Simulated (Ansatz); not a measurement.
The cluster Na2Pb. Charge 0, multiplicity 3. Geometry PBE0-D4/def2-TZVPD, that of the charge -1 doublet.

```
atom   x (Å)   y (Å)   z (Å)
 Na1   0.095   1.854  -1.000
 Na2  -0.766  -0.668   1.847
 Pb3   0.670  -1.185  -0.846
```

In the def2 sets Pb takes a core potential; there is no spin–orbit coupling. At r2SCAN-D4/def2-TZVPD the charge 0 triplet is spin-contaminated (final ⟨S²⟩ up to 2.20, 2.00 for a pure state). The structure comes from a short search, and lower isomers may exist.

(1) Estimate the α-spin orbital energies around the gap (eV) in Ansatz with PBE-D4/def2-TZVPD, r2SCAN-D4/def2-TZVPD, PBE0-D4/def2-TZVPD.

Answers

(1) 
| orbital | PBE-D4/def2-TZVPD | r2SCAN-D4/def2-TZVPD | PBE0-D4/def2-TZVPD |
| --- | --- | --- | --- |
| HOMO−5 | -19.47 | -19.95 | -21.62 |
| HOMO−4 | -19.47 | -19.95 | -21.62 |
| HOMO−3 | -11.00 | -11.45 | -12.38 |
| HOMO−2 | -3.68 | -3.89 | -4.37 |
| HOMO−1 | -3.60 | -3.65 | -4.19 |
| HOMO | -3.06 | -3.30 | -3.79 |
| LUMO | -1.92 | -1.58 | -1.43 |
| LUMO+1 | -1.61 | -1.12 | -1.09 |
| LUMO+2 | -0.80 | -0.41 | -0.35 |
| LUMO+3 | -0.51 | -0.09 | -0.11 |
| LUMO+4 | -0.26 | 0.15 | 0.12 |
| LUMO+5 | -0.16 | 0.16 | 0.17 |
| β HOMO | -3.28 | -3.21 | -3.68 |
| β LUMO | -2.73 | -2.28 | -2.04 |
